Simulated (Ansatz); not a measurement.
Cartesian coordinates in Å:
```
O -1.606 -2.131 0.258
Si -0.727 -0.853 0.801
Si 1.185 -0.099 -0.293
C 0.298 1.582 -0.293
S -1.420 1.075 0.122
H -1.768 -2.165 -0.688
H -0.751 -1.033 2.273
H 1.261 -0.634 -1.682
H 2.559 -0.105 0.285
H 0.299 2.097 -1.254
H 0.670 2.266 0.471
```

The species carries charge 0 and has multiplicity 1.

Problem. List the ωB97M-V/def2-TZVPP orbital energies in eV (Ansatz). (An estimate is asked.)

Solution. Ansatz gave: Occupied: -2426.60, -1807.78, -1806.97, -526.40, -282.14, -220.56, -163.67, -163.57, -163.50, -148.73, -148.08, -102.87, -102.84, -102.81, -102.19, -102.18, -102.17, -31.13, -24.53, -20.41, -18.59, -17.48, -15.07, -14.59, -13.67, -13.53, -13.07, -12.06, -11.90, -10.45, -9.65, -9.06. Lowest empty: 1.00, 1.55, 1.97, 2.58, 2.97, 3.39, 3.71, 3.99.
